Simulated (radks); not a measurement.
Values are calculated unless marked as measured or tabulated.
Ce54+, 4 electrons, occupied as [He] 2s2 (the NIST ground configuration). Level of theory: Dirac Kohn-Sham, LB94 model potential, spin-unpolarised, spherical densities, finite nucleus; Fermi nuclear charge, rms radius 4.8771 fm (a radial shooting solver on a logarithmic mesh with Libxc functionals).

Unscreened Slater integrals over Kohn-Sham orbitals (eV). Large and small components are both included.

| integral | value |
|---|---|
| F0(2s1/2,2s1/2) | 247.94 |
| F0(2s1/2,1s1/2) | 352.63 |
| G0(2s1/2,1s1/2) | 39.795 |
| F0(1s1/2,1s1/2) | 1051.8 |
